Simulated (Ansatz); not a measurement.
Program: Ansatz. Geometries: PBE0-D4/def2-TZVP. ΔE: electronic, gas phase. CCSD(T)/CBS adds triple-zeta CCSD(T) − MP2 to the extrapolated MP2 energy (def2 sets, frozen cores). DFT in def2-TZVPP. Elements past krypton have def2 core potentials. For Br, Sn outer-core shells are correlated without core-valence functions, which leaves a few kJ/mol of doubt a bond. Scalar relativity is left out up to krypton. One conformer a species, not always the lowest.

Consider the redistribution: `[SiH3]OB(Cl)Br` + `C[CH2][Sn][OH]` → `OB(Cl)O[SiH3]` + `C[CH2][Sn][Br]`.

Q: Is it downhill or uphill in electronic energy at CCSD(T)/CBS, and by how much? (An estimate is asked.)

A: Ansatz gave: Downhill: ΔE = -142.7 kJ/mol.

Q: What do these levels give: LDA (SPW92), BHLYP-D4, PBE, r2SCANh, CAM-B3LYP, MP2/CBS(def2)? (Estimate.)

A: Computed: LDA (SPW92) -139.1, BHLYP-D4 -163.4, PBE -137.7, r2SCANh -149.2, CAM-B3LYP -151.9, MP2/CBS(def2) -139.7 kJ/mol.

Largest T1 diagnostic among the species: 0.016.

Leaving LDA and LC-ωPBE aside and taking each functional with its dispersion term where it has one, the values, not all of them listed here, spread over 31.2 kJ/mol, from BHLYP-D4 to revPBE-D4. In def2-TZVPP, CCSD(T) changes the Hartree–Fock value by +41.6 kJ/mol (the triples alone add +6.7 kJ/mol) and MP2 by +44.5 kJ/mol.
